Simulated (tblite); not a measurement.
Record of a relaxation.

Compound: C5H14OSeSi.
Bonds: C1–O2, O2–Si3, Si3–Se4, Se4–C5, C5–C6, C6–C7, C6–C8. Hydrogens: H9, H10, H11 on C1; H12, H13 on Si3; H14, H15 on C5; H16 on C6; H17, H18, H19 on C7; H20, H21, H22 on C8.

Computed with GFN2-xTB (tblite), gas phase: L-BFGS steps from a force-field or distance-geometry start until the largest atomic force falls under 0.01 eV/Å. 4 of its 185 geometries are shown.

Step 0: E = -730.8855 eV, largest atomic force 2.783 eV/Å
```
atom  x, y, z in Å  |  force x, y, z in eV/Å
C1      4.732    0.706    0.197    0.050   0.625  -0.460
O2      3.363    1.063    0.288   -0.670  -2.607   0.708
Si3     2.377   -0.332    0.572    0.211   1.524  -1.015
Se4     0.267    0.315    1.191    0.749   0.392   0.585
C5     -0.925   -0.428   -0.130    0.603  -0.774  -1.528
C6     -2.385   -0.327    0.200   -0.429   1.143   0.059
C7     -3.109   -0.961   -0.992    0.660  -0.687   0.403
C8     -2.700    1.173    0.272   -0.128   0.891  -0.925
H9      5.054    0.808   -0.857   -0.192  -0.252   0.322
H10     4.920   -0.327    0.543    0.130   0.721  -0.121
H11     5.313    1.458    0.755   -0.175  -0.439   0.105
H12     2.959   -1.251    1.545    0.007   0.176   0.166
H13     2.276   -1.086   -0.701   -0.016   0.184   0.217
H14    -0.633   -1.484   -0.315    0.040   0.392   0.185
H15    -0.817    0.123   -1.119    0.315  -0.517   0.991
H16    -2.694   -0.753    1.162    0.317  -0.374  -0.296
H17    -2.640   -1.977   -1.071   -0.865   0.716  -0.408
H18    -2.875   -0.357   -1.893   -0.449  -0.596   0.482
H19    -4.181   -1.037   -0.783    0.337   0.004  -0.378
H20    -3.597    1.370   -0.341    0.195   0.108   0.574
H21    -2.834    1.550    1.286   -0.011  -0.148  -0.196
H22    -1.881    1.772   -0.211   -0.681  -0.481   0.529
```

Step 61: E = -731.7515 eV, largest atomic force 0.043 eV/Å
```
atom  x, y, z in Å  |  force x, y, z in eV/Å
C1      4.671    0.743    0.294    0.006   0.002   0.001
O2      3.326    0.774    0.659    0.012   0.005  -0.014
Si3     2.278   -0.439    0.497    0.010  -0.024   0.026
Se4     0.356    0.481    1.207    0.004   0.001   0.001
C5     -0.798   -0.426   -0.130   -0.018   0.003   0.003
C6     -2.290   -0.254    0.125   -0.017   0.005  -0.001
C7     -3.059   -0.958   -0.993   -0.005  -0.005   0.007
C8     -2.687    1.216    0.200   -0.016   0.030  -0.011
H9      4.765    0.749   -0.795    0.022  -0.009   0.011
H10     5.163   -0.151    0.681   -0.008   0.022   0.007
H11     5.156    1.630    0.701   -0.015  -0.006   0.009
H12     2.668   -1.589    1.319   -0.016  -0.005  -0.040
H13     2.138   -0.881   -0.892    0.003   0.002  -0.022
H14    -0.531   -1.484   -0.097    0.020   0.018  -0.007
H15    -0.528   -0.020   -1.107    0.006   0.015   0.022
H16    -2.534   -0.727    1.082    0.011  -0.008   0.005
H17    -2.756   -1.999   -1.077   -0.019  -0.002   0.009
H18    -2.871   -0.465   -1.945   -0.003  -0.018   0.005
H19    -4.128   -0.924   -0.795    0.002  -0.002   0.001
H20    -3.753    1.313    0.398    0.031  -0.006  -0.012
H21    -2.138    1.709    1.002   -0.010   0.000  -0.004
H22    -2.458    1.722   -0.736    0.002  -0.016   0.004
```

Step 123: E = -731.7961 eV, largest atomic force 0.064 eV/Å
```
atom  x, y, z in Å  |  force x, y, z in eV/Å
C1      4.770    0.657    0.616   -0.024   0.010  -0.003
O2      3.392    0.667    0.807   -0.030   0.012   0.012
Si3     2.307   -0.292    0.101   -0.057  -0.014   0.025
Se4     0.419    0.478    1.041   -0.002  -0.014  -0.005
C5     -0.827   -0.418   -0.220    0.005   0.003  -0.014
C6     -2.291   -0.234    0.164   -0.002   0.021   0.017
C7     -3.171   -1.090   -0.747    0.026   0.003   0.018
C8     -2.691    1.234    0.073   -0.024   0.005   0.012
H9      5.022    0.500   -0.433    0.010  -0.024  -0.016
H10     5.227   -0.136    1.212    0.007   0.008  -0.013
H11     5.159    1.624    0.935    0.031  -0.001   0.038
H12     2.525   -1.712    0.398    0.002   0.008  -0.022
H13     2.295   -0.114   -1.352   -0.003  -0.013  -0.042
H14    -0.558   -1.475   -0.230    0.019  -0.001   0.038
H15    -0.638    0.002   -1.208    0.032   0.011  -0.025
H16    -2.421   -0.570    1.199   -0.002  -0.003   0.016
H17    -2.917   -2.144   -0.651    0.002   0.016  -0.016
H18    -3.035   -0.793   -1.786   -0.025  -0.021   0.012
H19    -4.220   -0.966   -0.484    0.045   0.011  -0.014
H20    -3.720    1.374    0.393   -0.019  -0.015  -0.019
H21    -2.049    1.834    0.718    0.016   0.001  -0.007
H22    -2.589    1.593   -0.949   -0.007  -0.001   0.009
```

Step 184: E = -731.8092 eV, largest atomic force 0.008 eV/Å
```
atom  x, y, z in Å  |  force x, y, z in eV/Å
C1      4.782    0.518    0.665    0.001   0.001   0.001
O2      3.409    0.661    0.836    0.005   0.001   0.000
Si3     2.267   -0.122    0.013   -0.004  -0.003   0.004
Se4     0.417    0.695    0.977    0.001   0.000   0.003
C5     -0.804   -0.329   -0.202    0.002  -0.001  -0.003
C6     -2.272   -0.203    0.186    0.004   0.000   0.000
C7     -3.097   -1.174   -0.656   -0.002  -0.001   0.005
C8     -2.768    1.226    0.002    0.004  -0.001  -0.003
H9      5.057    0.606   -0.388    0.000   0.005   0.006
H10     5.113   -0.457    1.030   -0.003   0.004  -0.005
H11     5.279    1.303    1.235   -0.003  -0.005   0.002
H12     2.358   -1.578    0.166    0.002  -0.003   0.002
H13     2.317    0.183   -1.421    0.000  -0.001  -0.007
H14    -0.480   -1.370   -0.140   -0.001   0.000  -0.002
H15    -0.639    0.031   -1.219   -0.004   0.001  -0.002
H16    -2.373   -0.475    1.243   -0.001   0.000  -0.001
H17    -2.787   -2.201   -0.480    0.005  -0.004  -0.003
H18    -2.975   -0.954   -1.715   -0.006   0.003   0.003
H19    -4.151   -1.087   -0.406   -0.003   0.001   0.003
H20    -3.804    1.315    0.320    0.003   0.000  -0.002
H21    -2.163    1.909    0.596    0.002   0.000   0.000
H22    -2.698    1.520   -1.044   -0.001   0.002  -0.003
```

Task: Summarise the path.

Result: The energy falls by 89.13 kJ/mol from step 0 to step 184; nine tenths of that is first reached at step 45. It falls at every step. The largest force goes from 2.783 to 0.008 eV/Å. Among the bonds O2–Si3 changes most, from 1.732 to 1.611 Å; the atoms move by 0.710 Å rms after alignment.

Task: Follow the three bonds and two angles with the largest change from start to end.

Result: 
```
step  E above end (kJ/mol)  largest force (eV/Å)  O2–Si3 (Å)  Se4–C5 (Å)  Si3–Se4 (Å)  C1–O2–Si3 (°)  Si3–Se4–C5 (°)
   0                 89.13                 2.783       1.732       1.929        2.292          111.0           106.0
   8                 26.81                 0.255       1.619       1.987        2.257          121.2            99.9
  16                 19.07                 0.160       1.615       1.984        2.255          125.3            97.8
  24                 16.05                 0.169       1.610       1.985        2.247          127.7            96.7
  32                 13.34                 0.109       1.610       1.987        2.248          129.4            95.5
  40                 10.60                 0.258       1.610       1.992        2.250          128.1            95.1
  48                  7.80                 0.153       1.611       1.988        2.253          127.3            94.9
  56                  5.91                 0.096       1.612       1.988        2.248          125.8            95.6
  64                  5.46                 0.039       1.612       1.990        2.245          125.9            95.5
  72                  4.94                 0.064       1.612       1.990        2.249          126.7            95.0
  80                  4.17                 0.098       1.611       1.982        2.249          127.1            94.9
  88                  3.50                 0.042       1.611       1.981        2.248          127.7            94.8
  96                  3.04                 0.056       1.610       1.983        2.248          126.7            95.1
 104                  2.50                 0.097       1.612       1.982        2.246          125.7            95.5
 112                  1.79                 0.044       1.612       1.983        2.243          126.0            95.7
 120                  1.48                 0.056       1.612       1.985        2.243          126.7            96.0
 128                  1.07                 0.031       1.612       1.985        2.244          127.7            95.8
 136                  0.86                 0.029       1.611       1.984        2.242          127.4            95.2
 144                  0.74                 0.023       1.611       1.982        2.242          127.1            95.2
 152                  0.58                 0.033       1.610       1.981        2.241          126.9            94.8
 160                  0.43                 0.038       1.611       1.981        2.238          126.3            94.1
 168                  0.30                 0.050       1.611       1.981        2.237          126.1            93.5
 176                  0.06                 0.035       1.611       1.982        2.239          126.1            93.5
 184                  0.00                 0.008       1.611       1.982        2.241          126.0            93.7
```

What follows is the cost of the whole relaxation. Time: 1.9 s wall. Hardware: Arm Neoverse V1, one thread, no GPU, shared host with 32 logical CPUs at a one-minute load of 26.
